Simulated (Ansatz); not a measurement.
One geometry of the cluster Ag4F3⁺, several levels of theory.

```yaml
crystal:
  periodic: [false, false, false]
  atoms:
    - {symbol: Ag, position_ang: [0.215236, 0.645491, 0.240462]}
    - {symbol: Ag, position_ang: [-1.536959, -0.017682, -2.151733]}
    - {symbol: Ag, position_ang: [1.516584, -1.157738, -1.828951]}
    - {symbol: Ag, position_ang: [-0.234751, 0.596726, 4.348062]}
    - {symbol: F, position_ang: [-0.027096, 0.569376, 2.295667]}
    - {symbol: F, position_ang: [0.542631, 0.933845, -1.847167]}
    - {symbol: F, position_ang: [-0.475645, -1.570028, -1.056350]}
basis:
  gaussian: {orbitals: def2-TZVP, initial_orbitals: start.molden}
total_charge: 1
hamiltonian: {xc: hse06, dispersion: d4}
scf: {omitted_lower_state_checks: [starts]}
output: {orbitals: {seedname: orbitals}}
```

The file start.molden holds the orbitals of an earlier run on this structure, at another level or in another basis.

```sh
$ ansatz run in.yaml --threads 4 --pin off --events-out ev --progress --plain --max-ram 4787MiB
```

Output, abridged:

```
Functional definition: HSE06
2012 factors; their error is unknown
109 factors; integrals over basis functions are off by at most 1.4e-5 eV
mean field evaluation 1: about -24140.3975 eV, gradient 4.2e-1 eV
mean field evaluation 2: about -24140.3978 eV, gradient 7.7e-4 eV
mean field evaluation 4: about -24140.5415 eV, gradient 3.1e-5 eV
mean field -24140.54147449 eV, -887.1485361407 hartree, gradient 3.5e-5 eV, S^2 0.000000; 0 other end points of the search recorded, 0 dependent functions left out
reference -24140.54156076 eV, -887.1485393113 hartree; 51, 51 occupied and 202, 202 virtual orbitals, 2012 factors
Total energy: -24140.77408848 eV, -887.1570845473 hartree
Checks for a lower state left out: starts
```

Run time 7.5 s (4 threads of Arm Neoverse V1 on a shared host), peak host memory 1.2 GiB.

As the first input, with `gaussian: {orbitals: def2-SVP, initial_orbitals: start.molden}`, `hamiltonian: {xc: pbe0, dispersion: d4}` (abridged; 4.9 s):

```
Functional definition: PBE0
mean field -24127.37665911 eV, -886.6647380991 hartree, gradient 3.6e-5 eV, S^2 0.000000
Total energy: -24127.61941549 eV, -886.6736592315 hartree
Checks for a lower state left out: starts
```

As the first input, with `hamiltonian: {xc: {name: B3LYP}, dispersion: d4}` (abridged; 8.5 s):

```
Functional definition: B3LYP
mean field -24155.08400850 eV, -887.6829644083 hartree, gradient 1.6e-5 eV, S^2 0.000000
Total energy: -24155.55292995 eV, -887.7001969537 hartree
Checks for a lower state left out: starts
```

Geometry: r2SCAN-D4/def2-SVP.

In the def2 sets Ag takes a core potential; there is no spin–orbit coupling. B3LYP takes the VWN-RPA correlation. HSE06 is defined as in plane-wave codes, on full-range PBE exchange. No other spin state of charge 1 was run. Another isomer (singlet) lies 0.43 eV lower at PBE0-D4/def2-TZVP; other spin states weren't run for this one.
